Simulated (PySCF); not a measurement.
## Trend along group 8: MS molecules

r²SCAN with triple-zeta basis sets in PySCF, for the lowest determinant that a PBE0 search found; no spin–orbit coupling. De refers to high-spin ground-configuration atoms. A positive dipole means M(−)S(+).

```tsv
M	basis	state (unpaired electrons)	Re (Å)	ωe (cm⁻¹)	De (eV)	μ (D)
Fe	x2c-TZVPPall	quintet (σ ↑, π ↑↑, δ ↑)	1.994	537	n/a	-4.96
Ru	def2-TZVPP	quintet (σ ↑, π ↑↑, δ ↑)	2.069	523	4.49	-3.70
Os	def2-TZVPP	quintet (π ↑↑, δ ↑↑)	2.083	535	n/a	-2.94
```

The shortest bond is that of FeS (1.994 Å), the longest that of OsS (2.083 Å).

The rows differ in basis set, which adds steps of its own.

The state changes along the series, so neighbouring rows are not always alike in their bonding.

De is left out where the level can put another filling of the metal’s s and d shells below the measured ground configuration, by anything from nothing to about 1 eV. The metal atom is held in its measured ground configuration; semilocal functionals can put another filling of s and d lower by some tenths of an eV, and De to that atom would be smaller. Spin–orbit coupling is left out, which matters for elements this heavy, above all for dissociation energies. With d or f electrons several states lie close, and the lowest PBE0 determinant need not be the measured ground state.
